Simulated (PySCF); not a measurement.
Molecule: `InChI=1S/C4H6O5/c5-3(6)4-8-1-7-2-9-4/h4H,1-2H2,(H,5,6)`.

Geometry (Å), atoms numbered from 1 in this order:
```xyz
15

O     1.7902   -0.1808    1.2673
C     1.5620   -0.1269    0.0914
O     2.3345    0.5063   -0.7837
C     0.3622   -0.7956   -0.6201
O    -0.4612   -1.4853    0.2730
C    -1.2512   -0.6141    1.0451
O    -1.9806    0.2731    0.2423
C    -1.1141    0.9864   -0.5862
O    -0.3470    0.1349   -1.3972
H     3.0974    0.9172   -0.3412
H     0.7621   -1.5409   -1.3191
H    -0.6189   -0.0523    1.7550
H    -1.9694   -1.2370    1.5794
H    -1.7226    1.5956   -1.2558
H    -0.4477    1.6274    0.0278
```

Frames of a GFN2-xTB Langevin trajectory at 300 K; GIAO PBE0/pcSseg-1 shieldings in PySCF 2.14.0 with density-fitted response routines, gas phase, non-relativistic; equivalent atoms averaged within each frame.

Referencing at the same level of theory: ¹⁷O (σ = 336.08 ppm) vs H2O; TMS for ¹³C (σ = 186.93 ppm), ¹H (σ = 31.72 ppm). The references are static minima.

How do the shifts (ppm) fluctuate along the trajectory?

## Answers


```
         time (fs)     O1     O3  O5/O9     O7     C2    C4  C6/C8   H10   H11  H12/H15
optimised geometry  455.4  209.2   99.7   97.8  173.0  95.9   92.5  6.58  5.53     5.48
               250  486.2  230.5   94.5   93.6  181.7  98.4   93.5  7.15  6.93     5.65
               425  448.9  216.6  105.4   99.8  174.0  93.3   91.5  5.94  5.56     5.20
               625  439.2  209.9   97.2  112.0  169.3  92.8   94.2  5.90  5.61     6.84
               800  446.2  203.2   94.8  100.9  178.0  92.2   89.9  5.61  5.53     6.51
              1000  414.9  209.5   96.2  110.1  166.5  91.4   93.8  5.55  5.20     5.52
    mean of frames  447.1  214.0   97.6  103.3  173.9  93.6   92.6  6.03  5.77     5.94
standard deviation   25.6   10.4    4.5    7.6    6.2   2.8    1.8  0.65  0.67     0.70
```

5 frames give an uncertainty of the mean of about the standard deviation over 2.2 at best, since frames this close in time may not be independent; classical motion lacks zero-point vibration, and the reference would need the same averaging.
